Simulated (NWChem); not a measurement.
Molecule: C2H3FO2Si; SMILES C=C1O[SiH](F)O1

```xyz
9

C     -0.3621     2.4801     0.0000
C     -0.0698     1.1756     0.0000
O      0.1230     0.3414     1.1049
Si     0.4230    -0.9206     0.0000
F     -0.6770    -2.1064     0.0000
O      0.1230     0.3414    -1.1049
H     -0.4813     3.0075     0.9534
H     -0.4813     3.0075    -0.9534
H      1.7572    -1.5657     0.0000
```
Atoms are numbered in this order, from 1.

All runs: NWChem. Geometry: optimised at PBE-D3(BJ)/def2-SVP. B3LYP is NWChem's, with the RPA form of VWN correlation. Total energies of different functionals are on different scales.

| level | energy (Ha) | highest occupied level (eV) | orbital gap (eV) | dipole (D) |
|---|---|---|---|---|
| B3LYP/def2-SVP | -617.5581 | -6.60 | 6.42 | 1.62 |
| PBE/def2-SVP | -617.0481 | -5.60 | 4.69 | 1.56 |
| TPSS/def2-SVP | -617.6053 | -5.66 | 4.96 | 1.51 |
| B97-D/def2-SVP | -617.3393 | -5.57 | 4.82 | 1.58 |
| KT2/def2-SVP | -624.8542 | -5.62 | 4.56 | 1.56 |
| OLYP/def2-SVP | -617.4454 | -5.45 | 4.73 | 1.57 |
| revPBE/def2-SVP | -617.3783 | -5.55 | 4.74 | 1.56 |
| B3PW91/def2-SVP | -617.3822 | -6.68 | 6.54 | 1.62 |
| BHandHLYP/def2-SVP | -617.3800 | -7.97 | 8.99 | 1.70 |
| PW6B95/def2-SVP | -618.1707 | -6.98 | 6.99 | 1.59 |
| N12/def2-SVP | -617.4206 | -5.49 | 4.72 | 1.58 |
